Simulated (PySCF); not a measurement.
# Bond lengths and vibrations by method: Cl2HOSi

All numbers below are calculated, not measured. They come from PySCF 2.14.0, an open-source quantum chemistry program, on an isolated molecule that a program drew, which may never have been made. The molecule is Cl2HOSi (charge 0, doublet), drawn as the SMILES string `O[Si](Cl)Cl`.

The geometry was optimised and harmonic frequencies were computed with HF and MP2, all in the cc-pV(D+d)Z basis, for the commonest isotopes, with a restricted reference for singlets and an unrestricted one otherwise, and a frozen core in MP2. Each result is a local minimum of its method.

Geometry at the HF minimum:
```xyz
5
Cl2HOSi, angstrom
O     0.0834    1.7094    2.5273
Si   -0.2942    1.7725    0.9439
Cl   -0.0786   -0.1042    0.1009
Cl    1.0067    3.0965    0.0697
H    -0.1697    0.9585    3.0461
```

Lengths of the bonds as drawn, in Å (atoms numbered as above):
```
   bond     HF    MP2
 O1-Si2  1.629  1.657
Si2-Cl3  2.069  2.070
Si2-Cl4  2.052  2.052
  O1-H5  0.947  0.969
```

Rotational constants, in GHz:
| constant | HF | MP2 |
|---|---|---|
| A | 5.031 | 4.941 |
| B | 2.422 | 2.419 |
| C | 1.728 | 1.716 |

Harmonic frequencies in cm^-1, each column in rising order, so a row needn't be the same motion in every method:
| rank | HF | MP2 |
|---|---|---|
| 1 | 131 | 156 |
| 2 | 180 | 195 |
| 3 | 273 | 267 |
| 4 | 314 | 299 |
| 5 | 523 | ? |
| 6 | 591 | 591 |
| 7 | 831 | 821 |
| 8 | 954 | 905 |
| 9 | 4155 | 3863 |

**Estimate the missing MP2 frequency from the HF column.**

A single factor s that minimises the squared misfit of MP2 against s times HF over the other rows is sum(HF x MP2) / sum(HF^2) = 0.9347, with an rms misfit of 28 cm^-1. For rank 5 it gives 0.9347 x 523 = 489 cm^-1. The calculation gives 513 cm^-1, 24 cm^-1 above the estimate. The drawn bonds are on average 1.0 % longer in MP2 than in HF.
